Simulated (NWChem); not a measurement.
System: silylarsine (SiAsH5); SMILES [SiH3][AsH2]

The following NWChem deck was run.

```
start job
memory heap 200 mb stack 900 mb global 1100 mb
geometry units angstroms noautoz
  Si    -0.020034     1.574079     0.000000
  As    -0.044107    -0.818250     0.000000
  H     -0.744852     2.053700    -1.207333
  H     -0.744852     2.053700     1.207333
  H      1.347375     2.160029     0.000000
  H      1.020463    -0.900214    -1.101582
  H      1.020463    -0.900214     1.101582
end
basis spherical
  Si library def2-tzvp
  As library def2-tzvp
  H library def2-tzvp
end
dft
  xc m06-2x
  iterations 150
  vectors input atomic output neutral.movecs
end
task dft energy
charge 1
dft
  odft
  mult 2
  vectors input atomic output cation.movecs
end
task dft energy
```

Parts of the log:

```
             Northwest Computational Chemistry Package (NWChem) 7.3.0
             --------------------------------------------------------

 CS  symmetry detected

                             Geometry "geometry" -> ""
                             -------------------------

 Output coordinates in angstroms (scale by  1.889725989 to convert to a.u.)

  No.       Tag          Charge          X              Y              Z
 ---- ---------------- ---------- -------------- -------------- --------------
    1 Si                  14.0000    -0.01806209    -1.58372503     0.00000000
    2 As                  33.0000    -0.04983697     0.80851407     0.00000000
    3 H                    1.0000    -0.74133221    -2.06567707    -1.20733300
    4 H                    1.0000    -0.74133221    -2.06567707     1.20733300
    5 H                    1.0000     1.35122627    -2.16526968     0.00000000
    6 H                    1.0000     1.01446364     0.89390498    -1.10158200
    7 H                    1.0000     1.01446364     0.89390498     1.10158200

 Effective nuclear repulsion energy (a.u.)     163.0341436171

      Symmetry information
      --------------------

 Group name             Cs
 Group number              2
 Group order               2
 No. of unique centers     5

                                 NWChem DFT Module
                                 -----------------

 Summary of "ao basis" -> "ao basis" (spherical)
 ------------------------------------------------------------------------------
       Tag                 Description            Shells   Functions and Types
 ---------------- ------------------------------  ------  ---------------------
 Si                        def2-tzvp                13       37   5s5p2d1f
 As                        def2-tzvp                16       48   6s5p4d1f
 H                         def2-tzvp                 4        6   3s1p

      Symmetry analysis of basis
      --------------------------

        a'         74
        a"         41

            General Information
            -------------------
          SCF calculation type: DFT
          Wavefunction type:  closed shell.
          No. of atoms     :     7
          No. of electrons :    52
           Alpha electrons :    26
            Beta electrons :    26
          Charge           :     0
          Spin multiplicity:     1
          Use of symmetry is: on ; symmetry adaption is: on
          Maximum number of iterations: 150
          AO basis - number of functions:   115
                     number of shells:    49
          Convergence on energy requested:  1.00D-06
          Convergence on density requested:  1.00D-05
          Convergence on gradient requested:  5.00D-04

              XC Information
              --------------
                       M06-2X Method XC Functional
                     Hartree-Fock (Exact) Exchange  0.540
                        M06-2X Exchange Functional  1.000
                      M06-2X Correlation Potential  1.000

             Grid Information
             ----------------
          Grid used for XC integration:  medium
          Radial quadrature: Mura-Knowles
          Angular quadrature: Lebedev.
          Tag              B.-S. Rad. Rad. Pts. Rad. Cut. Ang. Pts.
          ---              ---------- --------- --------- ---------
          Si                  1.10       88          10.0       590
          As                  1.15      112          10.0       590
          H                   0.35       45          11.0       434
          Grid pruning is: on
          Number of quadrature shells:   335
          Spatial weights used:  Erf1

      Superposition of Atomic Density Guess
      -------------------------------------

 Sum of atomic energies:       -2525.47176065

      Non-variational initial energy
      ------------------------------

 Total energy =   -2525.989272
 1-e energy   =   -3842.378662
 2-e energy   =    1153.355246
 HOMO         =      -0.289436
 LUMO         =       0.049396

      Symmetry analysis of molecular orbitals - initial
      -------------------------------------------------

  Numbering of irreducible representations:

     1 a'          2 a"

  Orbital symmetries:

     1 a'          2 a'          3 a'          4 a"          5 a'
     6 a'          7 a'          8 a'          9 a"         10 a'
    11 a'         12 a'         13 a"         14 a'         15 a"
    16 a'         17 a'         18 a"         19 a'         20 a'
    21 a'         22 a"         23 a'         24 a"         25 a'
    26 a'         27 a'         28 a"         29 a'         30 a"
    31 a'         32 a'         33 a'         34 a"         35 a'
    36 a'

   convergence    iter        energy       DeltaE   RMS-Dens  Diis-err
 ---------------- ----- ----------------- --------- --------- ---------
 d= 0,ls=0.0,diis     1  -2528.3291108982 -2.69D+03  2.94D-03  6.62D-01
 d= 0,ls=0.0,diis     2  -2528.3488917878 -1.98D-02  1.35D-03  1.33D-02
 d= 0,ls=0.0,diis     3  -2528.3491956973 -3.04D-04  4.86D-04  6.37D-03
 d= 0,ls=0.0,diis     4  -2528.3502072568 -1.01D-03  1.17D-04  8.90D-05
 d= 0,ls=0.0,diis     5  -2528.3502232964 -1.60D-05  3.82D-05  2.27D-05
  Resetting Diis
 d= 0,ls=0.0,diis     6  -2528.3502255034 -2.21D-06  9.69D-06  1.40D-06
 d= 0,ls=0.0,diis     7  -2528.3502256333 -1.30D-07  4.54D-06  3.79D-08

         Total DFT energy =    -2528.350225633309
      One electron energy =    -3844.530863451835
           Coulomb energy =     1258.994853408611
    Exchange-Corr. energy =     -105.848359207169
 Nuclear repulsion energy =      163.034143617084

 Numeric. integr. density =       51.999975233085

                  Occupations of the irreducible representations
                  ----------------------------------------------

[...]
```

Level: M06-2X/def2-TZVP, vertical spin-unrestricted ions. Coordinates come from a B3LYP/6-31G* (spherical d) optimisation.
